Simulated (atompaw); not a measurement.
**Which change was made? (Te, PAW (atompaw))**

tellurium, PAW, made with atompaw 4.2.0.5 (LDA (PW92), non-relativistic). Core [Kr] 4d10, reference 5s1.5 5p4.5. Waves: 5s (bound); 5s channel at 0.8 Ry; 5p (bound); 5p channel at 1.95 Ry; 5d channel at -0.1 Ry. Local part: troulliermartins scheme with l = 3 at -0.5 Ry, radius 2.05 bohr. Core correction: smooth core density matched at 1.30 bohr. Augmentation charge: gaussian compensation charge, radius 2.15 bohr; PAW radius 2.20 bohr; waves and projectors: bloechl.

Cutoffs, loose and tight: the cutoffs (Ry, on a coarse ladder) from which the occupation-weighted sum of valence levels, in a spherical-Bessel basis at the reference potential, stays within 10 and 1 mRy of its value at 400 Ry. They see the waves, projectors and local potential, not the compensation charge or the core.

The base gives: outcome: generated; cutoff, loose: 45 Ry; cutoff, tight: 50 Ry; bound ghosts: s, p.

(1) After one change the result is: outcome: generated; cutoff, loose: 90 Ry; cutoff, tight: 120 Ry; bound ghosts: s, p, d. Which change was it?
A. local potential troulliermartins scheme with l = 3 at -0.5 Ry, radius 2.14 bohr
B. local potential troulliermartins scheme with l = 3 at -0.5 Ry, radius 1.62 bohr
C. local potential troulliermartins scheme with l = 3 at -0.5 Ry, radius 1.10 bohr
D. local potential troulliermartins scheme with l = 3 at -0.5 Ry, radius 1.80 bohr

Results:

(1) B. The others give: local potential troulliermartins scheme with l = 3 at -0.5 Ry, radius 2.14 bohr → outcome: generated; cutoff, loose: 30 Ry; cutoff, tight: 45 Ry; bound ghosts: s, p | local potential troulliermartins scheme with l = 3 at -0.5 Ry, radius 1.10 bohr → outcome: failed: atompaw: The overlap operator has at least one negative eigenvalue! | local potential troulliermartins scheme with l = 3 at -0.5 Ry, radius 1.80 bohr → outcome: generated; cutoff, loose: 50 Ry; cutoff, tight: 80 Ry; bound ghosts: s, p, d.
